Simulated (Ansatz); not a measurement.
Spectroscopic constants of BP-, multiplicity 2 (lowest of 2S+1 = 2, 4 at CCSD(T)/def2-TZVPP on PBE0 minima; our sources give no spin for the ground state, which may be another). The T1 diagnostic near the minimum is 0.082, so single-reference values are doubtful.

The constants come from a fifth-degree fit in 1/R (seven points, main isotopes). In def2 and cc sets the state is the lowest found near the PBE0 minimum, followed along R.

Programs: Ansatz (an electronic-structure program) with Gaussian orbitals. Values without a source in brackets are computed.

What bond length and harmonic frequency does PBE/def2-TZVPP give?

r_e = 1.706 Å, ω_e = 1021 cm⁻¹.

What bond length and harmonic frequency does r2SCAN/def2-TZVPP give?

r_e = 1.695 Å, ω_e = 1057 cm⁻¹.

What bond length and harmonic frequency does wB97X-V/def2-TZVPP give?

r_e = 1.683 Å, ω_e = 1089 cm⁻¹.
